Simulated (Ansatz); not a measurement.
`[NH2][Sb]([NH2])[OH]`, relaxed with RKS PBE-D4/def2-SVP in Ansatz 0.2.0 from a rough embedded geometry. The force threshold is 0.03 eV/Å; the program also tests the step.

The species carries charge 0 and has multiplicity 1. Sb takes the def2 core potential.

Start:

```xyz
9

N     1.226   -0.426    0.961
Sb    0.685    0.215   -0.907
N    -0.479    1.717   -0.049
O    -0.864   -0.979   -0.991
H     0.381   -0.616    1.552
H     1.695   -1.430    0.837
H    -1.073    2.136   -0.850
H    -1.084    1.332    0.620
H    -0.486   -1.949   -1.173
```

Task: By how much does the energy fall, and how many steps does the optimiser take? (Best estimate.)

Result: The calculation gave: 0.58 eV, in 19 steps, 3 of them rejected.

Task: Which bonds change most? (Estimate.)

Result: The calculation gave: N1–H6 from 1.115 to 1.029 Å; Sb2–O4 from 1.958 to 2.043 Å; O4–H9 from 1.057 to 0.976 Å; N3–H8 from 0.981 to 1.033 Å.

Task: Give the relaxed structure. (Estimate.)

Result: Computed: 
```xyz
9

N     1.430   -0.403    0.974
Sb    0.605    0.085   -0.846
N    -0.601    1.506    0.067
O    -1.034   -1.132   -0.941
H     0.731   -0.324    1.726
H     1.871   -1.331    1.020
H    -0.609    2.375   -0.485
H    -1.558    1.122    0.000
H    -0.836   -1.897   -1.514
```
